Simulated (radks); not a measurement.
Charge is removed step by step from the 6s1/2 level of the lutetium ion Lu2+, starting from [Xe] 4f14 6s1. Method: Dirac Kohn-Sham, PBE, spin-unpolarised, spherical densities, finite nucleus; Fermi nuclear charge, rms radius 5.37 fm; computed with a radial shooting solver on a logarithmic mesh with Libxc functionals.

removed (e) = 0: E - E(0) (eV) 0.000; eigenvalue (eV) -17.574; E minus straight line (eV) 0.000
removed (e) = 0.1: E - E(0) (eV) 1.791; eigenvalue (eV) -18.256; E minus straight line (eV) -0.315
removed (e) = 0.2: E - E(0) (eV) 3.651; eigenvalue (eV) -18.943; E minus straight line (eV) -0.561
removed (e) = 0.3: E - E(0) (eV) 5.580; eigenvalue (eV) -19.638; E minus straight line (eV) -0.739
removed (e) = 0.4: E - E(0) (eV) 7.579; eigenvalue (eV) -20.340; E minus straight line (eV) -0.846
removed (e) = 0.5: E - E(0) (eV) 9.649; eigenvalue (eV) -21.049; E minus straight line (eV) -0.883
removed (e) = 0.6: E - E(0) (eV) 11.789; eigenvalue (eV) -21.764; E minus straight line (eV) -0.849
removed (e) = 0.7: E - E(0) (eV) 14.002; eigenvalue (eV) -22.485; E minus straight line (eV) -0.743
removed (e) = 0.8: E - E(0) (eV) 16.286; eigenvalue (eV) -23.204; E minus straight line (eV) -0.565
removed (e) = 0.9: E - E(0) (eV) 18.642; eigenvalue (eV) -23.903; E minus straight line (eV) -0.316
removed (e) = 1: E - E(0) (eV) 21.064; eigenvalue (eV) -24.512; E minus straight line (eV) 0.000

Removing the whole electron costs 21.064 eV by Delta-SCF, against 17.574 eV from minus the eigenvalue at the starting occupation. Slater's transition state (half an electron removed) gives 21.049 eV. Integrating minus the eigenvalue over the occupation (Janak's theorem) gives 21.064 eV. The mean slope of the eigenvalue, de/dn, is 6.94 eV per electron. Ionisation energy of Lu2+ in the NIST Atomic Spectra Database: 20.959 eV (measured).

Beside tabulated values, note that spin-unpolarised runs miss the spin-polarisation part of the exchange energy of open shells.
